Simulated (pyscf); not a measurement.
Structures and frequencies: ωB97X-D3(BJ)/def2-SVP in PySCF. Correlated levels are frozen-core, on RHF or UHF. ΔMP2 is the change of the MP2 total energy from the triple- to the quadruple-zeta basis.

### Question
For the elementary gas-phase step H₂Ga–AsH• (SMILES [GaH2][AsH]) → [HGa–AsH₂]• (SMILES [GaH][AsH2]) (doublet surface; Ga–H broken, As–H formed), what barrier and reaction energy does CCSD(T)/def2-TZVPP + ΔMP2(QZVPP) give, measured from the reactant's lowest minimum found?

### Answer
ΔE‡ = 113.2 kJ/mol, ΔE = +14.5 kJ/mol. Zero-point energy shifts the barrier by -2.9 kJ/mol. It is a hydrogen shift, with an imaginary mode of 1469i cm⁻¹. One saddle was located; it need not be the lowest between these sides. The CCSD(T) − MP2 part came from Ansatz, without density fitting, on the same reference. The frozen core leaves the outer d or s,p core shells of the metals and heavy elements correlated in the MP2 and CC values, and def2-TZVPP describes them poorly, which can shift differences by a few kcal/mol. Elements up to Kr have no core potential and no relativistic terms here.
